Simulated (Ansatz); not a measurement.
Steps of a relaxation of CO$_{2}$Zn with RKS PBE-D4/def2-SVP.

```sh
$ ansatz run in.yaml --threads 2 --pin off --events-out ev --progress --plain --max-ram 4352MiB
```

```yaml
crystal:
  periodic: [false, false, false]
  atoms:
    - {symbol: O, position_ang: [1.194300, -0.134700, 1.171900]}
    - {symbol: C, position_ang: [0.273300, -0.110500, 0.249700]}
    - {symbol: O, position_ang: [-0.442000, -0.790500, -0.756800]}
    - {symbol: Zn, position_ang: [-0.970000, 0.975400, -0.685100]}
basis:
  gaussian: {orbitals: def2-SVP}
hamiltonian: {xc: pbe, dispersion: d4}
relax: {f_tol: 0.03, max_steps: 200}
```

Positions (Å) and forces (eV/Å) along the path, 10 of 10 steps:

```xyz
4
step=1 energy=-53524.8942 eV
O     1.194   -0.135    1.172   -5.180   -0.557   -5.405
C     0.273   -0.111    0.250    3.469   -2.007    2.643
O    -0.442   -0.790   -0.757    3.605   -1.292    3.369
Zn   -0.970    0.975   -0.685   -1.894    3.856   -0.606
4
step=2 energy=-53525.9924 eV
O     1.135   -0.168    1.109   -1.621    0.155   -1.636
C     0.286   -0.104    0.246    0.680   -2.615   -0.202
O    -0.371   -0.807   -0.684    2.387   -0.296    2.378
Zn   -0.994    1.020   -0.691   -1.446    2.756   -0.539
4
step=3 energy=-53526.5312 eV
O     1.101   -0.194    1.054    1.901    1.329    2.501
C     0.276   -0.150    0.237    0.062   -1.450   -0.581
O    -0.269   -0.841   -0.594   -1.174   -1.546   -1.696
Zn   -1.053    1.125   -0.718   -0.789    1.668   -0.224
4
step=4 energy=-53527.2987 eV
O     1.057   -0.051    1.063   -0.500    0.635   -0.238
C     0.283   -0.289    0.188    0.910   -1.729    0.222
O    -0.233   -1.027   -0.617    0.081    0.008    0.144
Zn   -1.052    1.306   -0.654   -0.492    1.087   -0.127
4
step=5 energy=-53527.6628 eV
O     0.997    0.049    1.039   -1.044   -0.311   -1.202
C     0.318   -0.423    0.169    1.123   -0.580    0.985
O    -0.175   -1.183   -0.605    0.145    0.470    0.305
Zn   -1.085    1.496   -0.623   -0.224    0.421   -0.088
4
step=6 energy=-53527.8546 eV
O     0.984    0.060    1.029   -0.234   -0.113   -0.283
C     0.388   -0.536    0.203    0.294   -0.281    0.210
O    -0.143   -1.231   -0.589    0.083    0.166    0.143
Zn   -1.174    1.646   -0.663   -0.143    0.227   -0.070
4
step=7 energy=-53527.9020 eV
O     1.019    0.013    1.047    0.205    0.120    0.274
C     0.448   -0.615    0.240    0.088    0.242    0.137
O    -0.120   -1.239   -0.569   -0.253   -0.433   -0.394
Zn   -1.291    1.781   -0.739   -0.040    0.071   -0.017
4
step=8 energy=-53527.9113 eV
O     1.006    0.023    1.038    0.048    0.037    0.061
C     0.453   -0.633    0.237    0.023    0.044    0.043
O    -0.089   -1.304   -0.558   -0.057   -0.105   -0.098
Zn   -1.314    1.854   -0.738   -0.013    0.023   -0.006
4
step=9 energy=-53527.9124 eV
O     0.997    0.030    1.032   -0.014   -0.021   -0.028
C     0.457   -0.645    0.236   -0.013   -0.023   -0.009
O    -0.072   -1.339   -0.552    0.031    0.039    0.039
Zn   -1.326    1.894   -0.736   -0.004    0.005   -0.002
4
step=10 energy=-53527.9125 eV
O     1.000    0.026    1.033   -0.001   -0.002    0.000
C     0.459   -0.648    0.238    0.002    0.000    0.000
O    -0.070   -1.340   -0.551    0.000    0.000    0.001
Zn   -1.333    1.902   -0.741   -0.001    0.001   -0.001
```

Hardware: 2 threads of an Intel Xeon on a shared host. Wall time 63 s, peak host memory 0.14 GiB.
